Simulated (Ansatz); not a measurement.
The molecule CoSn, multiplicity 4 (an upper state: multiplicity 2 came lower at PBE0/def2-TZVPP). No spin–orbit coupling. Co is treated without relativity.

Seven points along R, fitted to fifth degree in 1/R; most abundant isotopes. In def2 and cc sets the state is the lowest found near the PBE0 minimum, followed along R.

Run with Ansatz (a quantum-chemistry and plane-wave program) with Gaussian orbitals. Values without a source in brackets are computed. In def2 rows elements past Kr take small-core potentials, without spin–orbit coupling.

Energies at wB97X-V/def2-TZVPP:

```tsv
R (Å)	E (hartree)
2.336356	-1596.84464687
2.399161	-1596.84768548
2.456942	-1596.84913791
2.522260	-1596.84955604
2.587577	-1596.84895493
2.662944	-1596.84729403
2.750871	-1596.84439138
```

With a reduced mass of 39.5124 u, find the minimum, the force constant and the constants.

A fifth-degree polynomial in 1/R puts the minimum at r_e = 2.5137 Å with force constant 107 N/m. Then ω_e = (1/2πc)√(k/μ) = 215 cm⁻¹ and B_e = h/(8π²cμr_e²) = 0.06752 cm⁻¹; the cubic and quartic terms give α_e = 0.00029 and ω_e x_e = 0.59 cm⁻¹.
